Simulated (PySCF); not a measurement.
Species: C4H11FSi3.
Atom-mapped SMILES: `[F:1][C@@H:2]1[SiH2:3][CH2:4][CH:5]=[C:6]1[SiH2:7][SiH3:8]`

Structure used (GFN2-xTB), in Å, numbered top down from 1:
```
atom  x, y, z in Å
F1     0.215    0.283    2.082
C2    -0.656    0.726    1.083
Si3   -2.379   -0.131    1.175
C4    -2.343   -0.544   -0.685
C5    -0.941   -0.212   -1.113
C6    -0.104    0.391   -0.276
Si7    1.709    0.784   -0.614
Si8    3.102   -0.619    0.582
H9    -0.690    1.815    1.212
H10   -3.439    0.803    1.556
H11   -2.317   -1.301    2.047
H12   -2.565   -1.587   -0.917
H13   -3.056    0.050   -1.262
H14   -0.641   -0.474   -2.118
H15    1.869    0.689   -2.075
H16    1.877    2.209   -0.279
H17    2.689   -2.024    0.482
H18    4.470   -0.556    0.049
H19    3.190   -0.292    2.003
```

NICS is the negative of the GIAO shielding at a point without a nucleus: at the ring centre (0) and 1 Å above and below it (1); zz is the component along the ring normal. Level: GIAO PBE0/pcSseg-1 (PySCF, non-relativistic, gas phase) on the GFN2-xTB geometry, one conformer.

Ring bond lengths (Å), with Mayer bond orders in brackets: C2–Si3 1.925 (0.85), Si3–C4 1.906 (0.91), C4–C5 1.503 (1.04), C5–C6 1.328 (1.86), C6–C2 1.505 (1.01).

Task: Give the NICS values of each ring in ppm.

Result: 
```json
{"ring": "C2–Si3–C4–C5–C6", "type": "5-membered ring with Si; formal bonds 1 double, 4 single", "NICS(0)": "-1.4", "NICS(1), two faces": "-2.8 / -3.9", "NICS(1)zz, two faces": "-0.4 / -2.9", "rms pucker (Å)": "0.06", "centre to ring atoms, mean (Å)": "1.38"}
```

Task: What can be read from them?

Result: 
- C2–Si3–C4–C5–C6: mean NICS(1)zz -1.7 ppm, near zero. C2, Si3, C4 have four or more neighbours, and the NICS criterion for π rings isn't applied.

Task: What field does 7.05 T along the ring normal induce along that normal at the first NICS(1) probe listed for ring C2–Si3–C4–C5–C6, 1 Å off the ring?

Result: NICSzz × B0 = -0.4 ppm × 7.05 T = -3 μT, against the applied field.

Task: Give the inner angles of the rings and the Hirshfeld charges of the ring atoms.

Result: 
- C2–Si3–C4–C5–C6: C2 105.8° (-0.031 e), Si3 91.9° (+0.350 e), C4 104.3° (-0.160 e), C5 120.6° (-0.030 e), C6 116.0° (-0.111 e); sum 538.6° against 540° for a flat convex ring.

Task: What are the shieldings of the ring atoms and their hydrogens in the same run (means over atoms taken as equivalent)?

Result: 
| atoms | environment | σ isotropic (ppm) | principal values of the symmetric part, first atom (ppm) |
| --- | --- | --- | --- |
| C2 | sp3 C–F carbon | 86.7 | 42.1, 80.5, 137.5 |
| Si3 | SiH2 silicon | 380.9 | 338.2, 380.8, 423.8 |
| C4 | sp3 carbon bound to silicon | 166.6 | 148.1, 156.2, 195.6 |
| C5 | alkene CH carbon | 34.3 | -74.7, 44.0, 133.7 |
| C6 | fully substituted alkene carbon | 36.9 | -62.5, 33.2, 140.0 |
| H9 | methine hydrogen | 25.78 | 24.1, 25.7, 27.5 |
| H10 | Si–H hydrogen | 27.28 | 23.9, 24.9, 33.1 |
| H11 | Si–H hydrogen | 27.36 | 24.3, 25.3, 32.5 |
| H12 | methylene hydrogen | 29.73 | 25.4, 27.2, 36.5 |
| H13 | methylene hydrogen | 29.85 | 25.5, 27.1, 36.9 |
| H14 | vinylic hydrogen | 25.19 | 21.9, 24.9, 28.8 |
